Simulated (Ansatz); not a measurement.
`[BH2][GeH2][Cl]` + `C[Se]B[SiH3]` → `[SiH3][BH][GeH2][Cl]` + `B[Se]C`  (redistribution)

Gas-phase electronic energies from Ansatz, PBE0-D4/def2-TZVP geometries. CCSD(T)/CBS is the MP2 limit (def2-TZVPP, def2-QZVPP) plus CCSD(T) − MP2 in def2-TZVPP, frozen cores. DFT in def2-TZVPP. For Ge, Se outer-core shells are correlated without core-valence functions, which leaves a few kJ/mol of doubt a bond. Scalar relativity is left out up to krypton. Each species was taken in one conformer, which may not be the lowest.

`[BH2][GeH2][Cl]`:

Z-matrix (Å, degrees):
```
Ge
Cl 1 2.168
B 1 2.053 2 111.0
H 1 1.539 2 105.7 3 122.5
H 1 1.539 2 105.7 3 -122.5
H 3 1.191 1 121.6 2 -0.2
H 3 1.195 1 118.7 2 179.8
```

`C[Se]B[SiH3]`:

```xyz
11

C    -0.763    2.287    0.716
Se   -0.704    0.896   -0.652
B     0.293   -0.482    0.155
Si    0.626   -2.158   -0.893
H    -1.803    2.473    0.979
H    -0.318    3.194    0.311
H    -0.207    1.945    1.586
H     0.699   -0.316    1.266
H     0.070   -3.336   -0.168
H     0.015   -2.120   -2.251
H     2.092   -2.383   -1.050
```

`[SiH3][BH][GeH2][Cl]`:

Z-matrix (Å, degrees):
```
Si
B 1 2.007
H 1 1.488 2 112.2
H 1 1.488 2 113.8 3 -124.3
H 1 1.494 2 105.1 3 117.6
Ge 2 2.051 1 121.4 3 140.5
H 2 1.194 1 119.6 3 -41.6
Cl 6 2.169 2 112.2 1 172.9
H 6 1.541 2 111.2 1 -68.7
H 6 1.539 2 112.9 1 53.6
```

`B[Se]C`:

Cartesian coordinates in Å:
```
B 1.573 -0.003 0.561
Se 0.589 0.484 -0.970
C -1.237 0.014 -0.469
H 1.024 -0.473 1.509
H 2.749 0.186 0.513
H -1.229 -0.403 0.536
H -1.618 -0.717 -1.179
H -1.851 0.912 -0.501
```

Question: Is it downhill or uphill in electronic energy at CCSD(T)/CBS, and by how much? (Best estimate.)

Answer: Ansatz gave: Nearly level: ΔE = +2.4 kJ/mol.

Question: What do these levels give: PBE0, r2SCANh, CAM-B3LYP, CCSD/def2-SVP, CCSD/def2-TZVPP, HF/def2-QZVPP? (Estimate.)

Answer: The calculation gave: PBE0 1.0, r2SCANh 1.0, CAM-B3LYP 0.8, CCSD/def2-SVP 1.3, CCSD/def2-TZVPP 1.8, HF/def2-QZVPP 1.1 kJ/mol.

Largest T1 diagnostic among the species: 0.014.

Leaving LDA and LC-ωPBE aside and taking each functional with its dispersion term where it has one, the values, not all of them listed here, spread over 2.4 kJ/mol, from PBE-D4 to PBE-QIDH.
